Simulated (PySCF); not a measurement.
Electron correlation in Pt⁺ (platinum, charge +1)

[Xe] 4f14 5d9, 2D determinant. Computed with PySCF 2.14 in def2-TZVPPD with the def2 core potential (60 electrons), with scalar relativity through the core potential. Frozen: 5s2 5p6; 9 electrons correlated.

| level | correlation energy (mhartree) |
| --- | --- |
| CCSD | -248.10 |
| (T) | -9.68 |
| CCSD(T) | -257.78 |

Diagnostics: T1 = 0.021, D1 = 0.0752, largest double amplitude 0.049.

Spin-orbit coupling, absent here, splits the open shell strongly.

Cost of the coupled-cluster step: roughly 8 core-seconds, for 9 correlated electrons.
